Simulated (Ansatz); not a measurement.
`[SiH3]C1=CC1` + H₂ → `C1=CC1` + SiH₄ at 400 K and 1 bar (hydrogenolysis of a C–Si bond).

Isolated molecules relaxed with PBE0-D4/def2-TZVP in Ansatz; ΔE leaves out vibrations. CBS: MP2 limit from def2 TZ/QZ plus the TZ coupled-cluster correction, frozen cores. This one scheme is used for every species.

| species | CCSD(T)/CBS energy (Eh) | H − E (kJ/mol) | S (J/(mol·K)) |
| --- | --- | --- | --- |
| `[SiH3]C1=CC1` | -406.74864 | 216.5 | 336.8 |
| H₂ | -1.17544 | 38.0 | 139.0 |
| `C1=CC1` | -116.45901 | 164.9 | 259.5 |
| SiH₄ | -291.46306 | 96.9 | 218.6 |

H − E and S are ideal-gas, rigid-rotor, harmonic terms from PBE0-D4/def2-TZVP. The MP2-based limit puts H₂ 0.8 mEh under its directly extrapolated value; such offsets cancel only in part. 1 Eh = 2625.50 kJ/mol, R = 8.31446 J/(mol·K).

**Question.** By hand: ΔE, ΔH, ΔS and ΔG.

**Answer.** ΔE = (-116.45901) + (-291.46306) − (-406.74864) − (-1.17544) = 0.00201 Eh = 5.3 kJ/mol. Δ(H − E) = 164.9 + 96.9 − 216.5 − 38.0 = 7.3, so ΔH = 12.6 kJ/mol. ΔS = 259.5 + 218.6 − 336.8 − 139.0 = 2.3 J/(mol·K). ΔG = 12.6 − 400 × (2.3)/1000 = 11.7 kJ/mol.

**Question.** By hand: the equilibrium constant, and the temperature at which ΔG would vanish if ΔH and ΔS stayed fixed.

**Answer.** log₁₀ K = −ΔG/(RT ln 10) = -1.5. ΔG = 0 at ΔH/ΔS = 5478 K, far beyond where these terms or the molecules hold.

The number of gas molecules stays the same, so ΔS is small and ΔH decides. A doubt of 5 kJ/mol in ΔE shifts log₁₀ K by 0.7 here. These are equilibria of isolated gas molecules and say nothing of rates. Largest T1 diagnostic: 0.011 (customary marks: 0.02 for closed shells, 0.045 for open ones).
